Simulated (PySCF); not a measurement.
**Assigning NMR signals**

Geometry (Å), atoms numbered from 1 in this order:
```xyz
16

C     3.469   -0.837   -0.516
C     2.800    0.274   -0.813
C     1.448    0.477   -0.478
C     0.290    0.682   -0.182
Si   -1.507    0.884    0.206
Si   -2.116   -0.414    2.035
P    -2.718    0.343   -1.624
H     3.001   -1.654    0.007
H     4.503   -0.960   -0.788
H     3.276    1.092   -1.340
H    -1.708    2.339    0.344
H    -3.535   -0.271    2.368
H    -1.864   -1.842    1.819
H    -1.341   -0.006    3.207
H    -2.207   -0.937   -1.730
H    -1.798    0.839   -2.526
```

PySCF 2.14 calculation with geometry from GFN2-xTB and GIAO PBE0/pcSseg-1 shieldings; non-relativistic, equivalent nuclei averaged, in vacuum, one computed conformer.

Scale: ¹³C and ¹H vs TMS (reference shieldings calculated alike).

(1) Assign these signals to the numbered atoms. ¹³C{¹H} NMR (computed): δ 138.5 (CH2), 124.7 (CH), 117.9 (C), 100.4 (C).

(2) Assign these signals to the numbered atoms. ¹H NMR (400 MHz, computed): δ 6.12 (m, 1H), 6.12 (m, 1H), 5.92 (m, 1H), 4.78 (m, 1H), 3.54 (m, 3H), 1.52 (m, 2H).

Results:

(1) 
138.5 → C1, terminal =CH2 carbon: an sp2 carbon of a C=C bond
124.7 → C2, alkene CH: the olefinic region
117.9 → C3, alkyne carbon
100.4 → C4, alkyne carbon: sp carbons lie upfield of alkene carbons because the cylindrical π system leaves one tensor component strongly shielded

(2) 
6.12 → H8, hydrogen on a terminal =CH2 carbon: a vinylic proton, deshielded by the sp2 carbon and the C=C anisotropy
6.12 → H10, hydrogen on an alkene CH: attached to an sp2 carbon and in the plane of the double bond
5.92 → H9, hydrogen on a terminal =CH2 carbon: olefinic region
4.78 → H11, hydrogen on a silicon bonded to C, P, Si
3.54 → H12/H13/H14, hydrogen on a silicon bonded to Si
1.52 → H15/H16, hydrogen on a phosphorus bonded to Si

H8 and H10 lie closer than the usual error of such a calculation, so a measured spectrum could show them in the other order.

Splittings by ³¹P in the carbon and heteronuclear signals aren't shown, as no couplings were computed. Shifts are as computed. Against solution values, carbons near 30 ppm lie about +3 ppm off and those near 130 ppm about +5 ppm. Of 1211 compounds with measured shifts, 218 miss one by over three times the rms of a fit or turn the order of signals round; such compounds aren't used in these exercises. Multiplicities follow the n + 1 count of equivalent neighbours, as no J values were calculated; m marks all less simple cases, F and P coupling included.
